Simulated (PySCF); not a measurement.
PBE0 on P (phosphorus, neutral), [Ne] 3s2 3p2 3d1, one real determinant (an excited configuration). All numbers are calculated (PySCF 2.14, the spin-free X2C one-electron Hamiltonian (Gaussian nucleus), in aug-cc-pVTZ-DK).

```
cycle= 1 E= -341.632729021452  delta_E= -0.00676  |g|= 0.0233  |ddm|= 0.735
cycle= 2 E= -341.639730005161  delta_E= -0.007  |g|= 0.031  |ddm|= 1.28
cycle= 3 E= -341.629712862792  delta_E= 0.01  |g|= 0.00473  |ddm|= 0.969
cycle= 4 E= -341.629577393838  delta_E= 0.000135  |g|= 0.00107  |ddm|= 0.116
cycle= 5 E= -341.629576712054  delta_E= 6.82e-07  |g|= 0.000306  |ddm|= 0.0155
cycle= 6 E= -341.629576493846  delta_E= 2.18e-07  |g|= 0.000109  |ddm|= 0.00639
cycle= 7 E= -341.629576483623  delta_E= 1.02e-08  |g|= 1.53e-05  |ddm|= 0.00171
cycle= 8 E= -341.629576481691  delta_E= 1.93e-09  |g|= 2.77e-06  |ddm|= 0.000435
cycle= 9 E= -341.629576481688  delta_E= 3.3e-12  |g|= 2.88e-07  |ddm|= 2.91e-05
converged SCF energy = -341.629576481688  <S^2> = 3.7515717  2S+1 = 4.0007858
```

Highest occupied orbital energy: 0.231 eV; ⟨L²⟩ = 7.97; populations by l: s 6.01, p 8.00, d 0.99, f 0.00.

Question: Can this result be used?

Answer: Not for this state. The run converged. ⟨L²⟩ = 7.97 against 12 for a pure F term, so this real determinant mixes terms. The outer electron is Rydberg-like, and this basis confines it to a smaller radius and binds it less than a complete one would. At PBE0 the highest occupied level has a positive energy, so only the finite basis holds that electron; for this excited configuration the basis is too tight for the outer shell.
